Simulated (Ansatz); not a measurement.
**Two-coordinate energy map**

GeH$_{3}$S (SMILES [SH][GeH2]), doublet, PBE0-D4/def2-TZVP minimum:

```xyz
5
angstrom
S 1.1386 -0.8032 0.6595
Ge -0.3895 0.6793 0.0301
H 0.2462 -1.7789 0.8946
H -1.3641 0.0196 -0.9788
H 0.4186 1.8094 -0.6469
```

Rows set the bond length S1–H3 (Å; 1.343 at the minimum), columns the bond length Ge2–H5 (Å; 1.545), set in this order; the parts move rigidly, in a bend the first-named atom's side turns in the plane, and in a torsion the whole end group turns. CCSD(T) energies count from the value at that structure, in kcal/mol. Ansatz 0.2.0; basis: def2-TZVPP; cores frozen in the correlated methods; orbitals are unrestricted. Filled d shells of the heavier atoms are correlated. The def2 sets are not built for correlating such inner shells, so the correlated values are less sure here.

| S1–H3 \ Ge2–H5 | 1.329 | 1.441 | 1.605 | 1.797 | 2.009 |
| --- | --- | --- | --- | --- | --- |
| 1.101 | 38.38 | 29.12 | 27.96 | ? | 49.50 |
| 1.241 | 14.79 | 5.51 | ? | 12.40 | 25.76 |
| 1.445 | 14.17 | ? | 3.60 | 11.62 | 24.90 |
| 1.683 | 31.97 | ? | 21.31 | 29.24 | 42.42 |

Fill in the withheld cells. (Judge from chemistry; the value comes from the calculation.)

By the calculation: (1.101, 1.797): 36.09; (1.241, 1.605): 4.31; (1.445, 1.441): 4.85; (1.683, 1.441): 22.62 kcal/mol. These count from the CCSD(T) energy at the PBE0-D4 minimum.

The same grid for a cheaper method: r2SCAN-D4 − CCSD(T), both counted from the minimum, in kcal/mol:
| S1–H3 \ Ge2–H5 | 1.329 | 1.441 | 1.605 | 1.797 | 2.009 |
| --- | --- | --- | --- | --- | --- |
| 1.101 | 0.84 | 0.74 | 0.46 | 0.08 | -0.44 |
| 1.241 | 0.52 | 0.42 | 0.14 | -0.25 | -0.78 |
| 1.445 | 0.07 | -0.04 | -0.32 | -0.72 | -1.26 |
| 1.683 | -0.01 | -0.12 | -0.42 | -0.84 | -1.39 |

No T1 diagnostic of these runs exceeds 0.020. ⟨S²⟩ of the unrestricted Hartree–Fock references: 0.76 to 0.78 (a pure state has 0.75).

For scale, one of the runs: CCSD(T)/def2-TZVPP, 132 basis functions (an equivalent command: `ansatz run in.yaml --threads 4`). The run took 23 s on 4 CPU threads (shared host), with 1.4 GiB of host memory at its peak.
